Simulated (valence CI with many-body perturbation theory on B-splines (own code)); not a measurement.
Forbidden lines of Tl XLI

Calculated by valence CI with perturbative core correlation (CI+MBPT): five valence electrons over a frozen Dirac-Fock core [Kr], radial functions for each j: 7 s, 7 p, 8 d, 6 f, 4 g, 1 h, with the one-electron correlation potential Σ1, the two-electron term Σ2, the three-electron term Σ3, Breit, model QED; selected CI, second order for the rest, scaled by the run's own slope (own B-spline code, finite nucleus).

The last digits are not significant, and no measured levels were compared; by estimate large intervals hold to a few tenths of a per cent, small ones and those within an open d or f shell to about a per cent. The list stops below the first excitations out of the core.

Lines 1 to 50 of 120 in falling wavelength, among levels below 1189300 cm⁻¹, chosen from the decays that carry over 1 % of a level's rate. Wavelengths and rates use the calculated energies. Electric multipoles are in the length gauge, E1 and E2 with the static RPA response of the core. Weak lines are less certain than strong ones. Lines between different terms over intervals too small for the method are left out, as are lines whose strength nearly cancels. The highest levels of a list are the least certain. Branching is blank where the lifetime is uncertain.

Levels are named by their leading jj configuration (3d3/2^4 stands for four electrons in 3d with j = 3/2), which in mixed levels can hold well under half, so a name can repeat and another be missing. Letters in brackets count levels of one name in rising energy.

```
λ vac (Å)                        Upper                        Lower  Type   A (s⁻¹)  Branch %
    11210     (4d3/2^3 4d5/2^2) J=11/2  (4d3/2^3 4d5/2^2) J=7/2 [a]    E2  3.09e-07          
     6434      (4d3/2^3 4d5/2^2) J=9/2     (4d3/2^3 4d5/2^2) J=11/2    M1  3.08e+01      13.5
     4088      (4d3/2^3 4d5/2^2) J=9/2  (4d3/2^3 4d5/2^2) J=7/2 [a]    M1  1.40e+02      61.5
     3267  (4d3/2^3 4d5/2^2) J=5/2 [b]  (4d3/2^3 4d5/2^2) J=3/2 [a]    M1  2.15e+02       2.8
     2420      (4d3/2^3 4d5/2^2) J=1/2  (4d3/2^3 4d5/2^2) J=3/2 [a]    M1  1.56e+03      89.2
     1945  (4d3/2^3 4d5/2^2) J=7/2 [b]  (4d3/2^3 4d5/2^2) J=7/2 [a]    M1  2.67e+02       4.4
     1521  (4d3/2^2 4d5/2^3) J=9/2 [c]  (4d3/2^2 4d5/2^3) J=9/2 [b]    M1  1.76e+03       1.8
     1369  (4d3/2^3 4d5/2^2) J=3/2 [b]  (4d3/2^3 4d5/2^2) J=5/2 [b]    M1  7.55e+02       2.8
     1285  (4d3/2^3 4d5/2^2) J=5/2 [b]  (4d3/2^3 4d5/2^2) J=5/2 [a]    M1  3.70e+03      47.9
     1247  (4d3/2^2 4d5/2^3) J=3/2 [c]  (4d3/2^2 4d5/2^3) J=1/2 [b]    M1  1.30e+03       1.3
    975.5  (4d3/2^2 4d5/2^3) J=3/2 [c]  (4d3/2^2 4d5/2^3) J=5/2 [c]    M1  3.57e+03       3.5
    964.7  (4d3/2^3 4d5/2^2) J=3/2 [b]  (4d3/2^3 4d5/2^2) J=3/2 [a]    M1  2.20e+03       8.1
    783.0  (4d3/2^2 4d5/2^3) J=1/2 [a]  (4d3/2^3 4d5/2^2) J=3/2 [b]    M1  1.59e+04       4.8
    737.6  (4d3/2^2 4d5/2^3) J=3/2 [a]  (4d3/2^3 4d5/2^2) J=3/2 [b]    M1  7.26e+03       1.5
    720.0  (4d3/2^2 4d5/2^3) J=5/2 [b]  (4d3/2^3 4d5/2^2) J=3/2 [b]    M1  1.03e+04       4.0
    669.8  (4d3/2^2 4d5/2^3) J=5/2 [d]  (4d3/2^2 4d5/2^3) J=5/2 [b]    M1  7.29e+03       3.8
    662.9  (4d3/2^3 4d5/2^2) J=3/2 [b]  (4d3/2^3 4d5/2^2) J=5/2 [a]    M1  1.78e+03       6.6
    580.7  (4d3/2^2 4d5/2^3) J=5/2 [c]  (4d3/2^3 4d5/2^2) J=3/2 [b]    M1  5.60e+04      17.1
    576.5  (4d3/2^2 4d5/2^3) J=9/2 [a]  (4d3/2^3 4d5/2^2) J=7/2 [b]    M1  2.20e+04      12.4
    561.4  (4d3/2^2 4d5/2^3) J=7/2 [a]  (4d3/2^3 4d5/2^2) J=5/2 [b]    M1  4.08e+04      15.4
    559.9  (4d3/2^2 4d5/2^3) J=5/2 [a]  (4d3/2^3 4d5/2^2) J=3/2 [a]    M1  8.41e+03       1.7
    546.7    (4d3/2 4d5/2^4) J=3/2 [a]  (4d3/2^2 4d5/2^3) J=1/2 [b]    M1  7.09e+03       1.1
    546.1  (4d3/2^2 4d5/2^3) J=5/2 [d]  (4d3/2^2 4d5/2^3) J=7/2 [a]    M1  1.15e+04       6.0
    544.1  (4d3/2^2 4d5/2^3) J=5/2 [a]  (4d3/2^3 4d5/2^2) J=7/2 [a]    M1  3.22e+04       6.7
    535.7  (4d3/2^3 4d5/2^2) J=5/2 [a]        (4d3/2^4 4d5/2) J=5/2    M1  2.20e+05     100.0
    527.8  (4d3/2^2 4d5/2^3) J=7/2 [a]      (4d3/2^3 4d5/2^2) J=9/2    M1  5.98e+04      22.6
    526.2  (4d3/2^2 4d5/2^3) J=1/2 [a]      (4d3/2^3 4d5/2^2) J=1/2    M1  9.75e+04      29.5
    514.1  (4d3/2^2 4d5/2^3) J=1/2 [b]  (4d3/2^3 4d5/2^2) J=3/2 [b]    M1  5.42e+03       2.2
    512.4     (4d3/2^2 4d5/2^3) J=11/2      (4d3/2^3 4d5/2^2) J=9/2    M1  2.59e+04      14.5
    510.9    (4d3/2 4d5/2^4) J=7/2 [a]  (4d3/2^2 4d5/2^3) J=5/2 [c]    M1  4.11e+04       7.9
    509.3  (4d3/2^2 4d5/2^3) J=5/2 [b]  (4d3/2^3 4d5/2^2) J=7/2 [b]    M1  2.73e+04      10.5
    505.3  (4d3/2^2 4d5/2^3) J=3/2 [a]      (4d3/2^3 4d5/2^2) J=1/2    M1  2.11e+04       4.4
    499.0  (4d3/2^2 4d5/2^3) J=9/2 [a]      (4d3/2^3 4d5/2^2) J=9/2    M1  2.02e+03       1.1
    497.8    (4d3/2 4d5/2^4) J=5/2 [a]  (4d3/2^2 4d5/2^3) J=3/2 [a]    M1  5.12e+04       6.8
    496.1        (4d3/2 4d5/2^4) J=9/2  (4d3/2^2 4d5/2^3) J=7/2 [c]    M1  3.50e+04       9.5
    487.3    (4d3/2 4d5/2^4) J=3/2 [a]  (4d3/2^2 4d5/2^3) J=5/2 [c]    M1  4.71e+04       7.3
    482.7    (4d3/2 4d5/2^4) J=7/2 [a]  (4d3/2^2 4d5/2^3) J=9/2 [b]    M1  3.92e+04       7.5
    479.3  (4d3/2^2 4d5/2^3) J=3/2 [a]  (4d3/2^3 4d5/2^2) J=5/2 [b]    M1  8.10e+04      17.0
    474.6     (4d3/2^2 4d5/2^3) J=11/2     (4d3/2^3 4d5/2^2) J=11/2    M1  1.53e+05      85.5
    471.8  (4d3/2^2 4d5/2^3) J=5/2 [b]  (4d3/2^3 4d5/2^2) J=5/2 [b]    M1  9.60e+04      36.9
    469.0  (4d3/2^2 4d5/2^3) J=5/2 [d]  (4d3/2^2 4d5/2^3) J=5/2 [a]    M1  2.52e+03       1.3
    467.5  (4d3/2^2 4d5/2^3) J=7/2 [a]  (4d3/2^3 4d5/2^2) J=7/2 [a]    M1  9.57e+04      36.2
    463.1  (4d3/2^2 4d5/2^3) J=9/2 [a]     (4d3/2^3 4d5/2^2) J=11/2    M1  5.99e+04      33.7
    461.8    (4d3/2 4d5/2^4) J=5/2 [b]  (4d3/2^2 4d5/2^3) J=7/2 [c]    M1  2.41e+04       5.8
    461.1       (4d3/2 4d5/2^4) J=11/2  (4d3/2^2 4d5/2^3) J=9/2 [b]    M1  3.59e+04       8.6
    458.3  (4d3/2^2 4d5/2^3) J=9/2 [b]  (4d3/2^3 4d5/2^2) J=7/2 [b]    M1  2.81e+04       8.9
    444.7  (4d3/2^2 4d5/2^3) J=9/2 [a]  (4d3/2^3 4d5/2^2) J=7/2 [a]    M1  9.38e+04      52.7
    444.7  (4d3/2^2 4d5/2^3) J=7/2 [b]  (4d3/2^3 4d5/2^2) J=7/2 [b]    M1  3.16e+04      33.7
    442.8  (4d3/2^2 4d5/2^3) J=5/2 [a]  (4d3/2^3 4d5/2^2) J=5/2 [a]    M1  4.39e+05      91.2
    437.3  (4d3/2^3 4d5/2^2) J=7/2 [a]        (4d3/2^4 4d5/2) J=5/2    M1  1.09e+05      99.3
```
